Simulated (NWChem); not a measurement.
HfH₄S; SMILES [SH][HfH3]

Program: NWChem. def2 effective core potentials on Hf; no spin-orbit coupling. The level has its own optimisation; frequencies are unscaled.

**Question.** Estimate the computed values for PBE0/def2-SVP. Quantities: r Hf–S (Å); r H–S (Å); highest harmonic frequency (cm⁻¹); lowest (cm⁻¹); zero-point energy (kcal/mol).

**Answer.** The r Hf–S (Å) is 2.417 and the r H–S (Å) comes out as 1.361. The highest harmonic frequency (cm⁻¹) comes out as 2644 and the lowest (cm⁻¹) is 112. The zero-point energy (kcal/mol) is 16.3.
